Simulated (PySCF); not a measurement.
## Niobium: a sound run and one with changed settings

Sound run: Nb⁺ [Kr] 4d4, Nb²⁺ [Kr] 4d3. Calculation: PySCF 2.14, in cc-pVTZ-PP with ECP28MDF (5s5p4d2f1g, 63 functions); a scalar-relativistic core potential. The sound run starts from symmetry-adapted Hartree-Fock orbitals and uses a fine grid where one is needed.

A second run was set up differently.

| species | method | sound run (hartree) | changed run (hartree) | converged |
| --- | --- | --- | --- | --- |
| Nb⁺ | UHF | -55.92933 | -55.92205 | no |
| Nb⁺ | MN15 | n/a | -56.25772 | no |
| Nb⁺ | M06-2X | n/a | -56.26464 | no |
| Nb²⁺ | UHF | -55.44967 | -55.44663 | no |
| Nb²⁺ | MN15 | -55.74796 | -55.74760 | no |
| Nb²⁺ | M06-2X | -55.75667 | -55.75609 | no |

Q: What was changed?
A. minimal basis
B. angular grid far too coarse
C. too few SCF iterations
D. all electrons correlated in a valence basis

A: C. It used initial guess minao, at most 3 SCF cycles. The SCF was stopped early; the energies are upper bounds that still move, and correlated levels were skipped or rest on poor orbitals.
